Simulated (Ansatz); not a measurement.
## C2H6BrSi: structure from calculated spectroscopic constants

These gas-phase data were calculated for one isomer of C2H6BrSi at BLYP-D3(BJ)/def2-SVP (harmonic, unscaled wavenumbers; equilibrium rotational constants with average atomic masses):

- rotational constants: 5.388, 1.94, 1.532 GHz
- all wavenumbers above 1500 cm⁻¹: 3059, 3059, 3030, 3029, 2945, 2944
- dipole moment: 2.40 D (PBE0/def2-TZVPD)

Candidates:

(1) `CC[SiH]Br`, a doublet
(2) `C[Si](C)Br`, a doublet

Question: Assign the data to one candidate and say why.

Answer: Candidate (2). No mode falls between 2000 and 2380 cm⁻¹, where the Si–H stretch of (1) would stand.

The same quantities for all candidates:

|  | rotational constants (GHz) | wavenumbers above 1500 cm⁻¹ | dipole (D) | E above the lowest, BLYP-D3(BJ)/def2-SVP (kcal/mol) |
| --- | --- | --- | --- | --- |
| (1) | 6.619, 1.671, 1.423 | 3041, 3020, 3002, 2950, 2948, 2080 | 2.15 | 10.6 |
| (2) | 5.388, 1.94, 1.532 | 3059, 3059, 3030, 3029, 2945, 2944 | 2.40 | 0.0 |

Each candidate is one conformer. Open shells are spin-unrestricted. Programs: Ansatz 0.2.0.
